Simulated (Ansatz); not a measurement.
Ansatz (a quantum-chemistry and plane-wave program) input (RI-MP2/def2-QZVPPD):
A basis named .json is the Basis Set Exchange file of that set.

Ansatz 0.2 input:
```yaml
crystal:
  periodic: [false, false, false]
  atoms:
    - {symbol: Bi, position_ang: [-0.12178988, -0.08764525, 0.18832819]}
    - {symbol: F, position_ang: [-0.32495132, 1.62226459, -0.87482024]}
    - {symbol: F, position_ang: [1.44812468, -0.81398062, -0.86198414]}
basis:
  gaussian:
    orbitals: def2-QZVPPD.json
    fitting: {mean_field: def2-universal-jkfit, correlation: def2-QZVPPD-RIFIT.json}
total_charge: 1
magnetization: {spin_polarized: false}
correlation: {method: mp2, electrons: outside_noble_gas}
```

End of the output:

```
integrals: 0.19 GiB planned
405 factors; integrals over basis functions are off by at most 1.4e0 eV
mean field: 0.50 GiB planned
mean field evaluation 1: about -11206.4880 eV, gradient 8.6e1 eV
mean field evaluation 2: about -11205.5951 eV, gradient 9.4e1 eV
mean field evaluation 4: about -11218.3304 eV, gradient 1.5e0 eV
mean field evaluation 8: about -11218.3443 eV, gradient 1.6e-6 eV
mean field -11218.34429406 eV, -412.2665487398 hartree, gradient 1.6e-6 eV, S^2 0.000000; 0 other end points of the search recorded, 0 dependent functions left out
11 core orbitals not correlated, not the lowest: weight in the atoms' cores, before any rotation towards them, 0.626 or more for the frozen orbitals, at most 0.370 for the correlated occupied ones
595 factors; their error is unknown
reference -11218.34429406 eV, -412.2665487398 hartree; 9, 9 occupied and 200, 200 virtual orbitals, 595 factors
second order -18.13673247 eV of doubles, -0.00000000 eV of singles
Total energy: -11236.48102652 eV, -412.9330613644 hartree
```

This state (charge 1, singlet) is run at the relaxed geometry of the species with charge 0 and multiplicity 2.
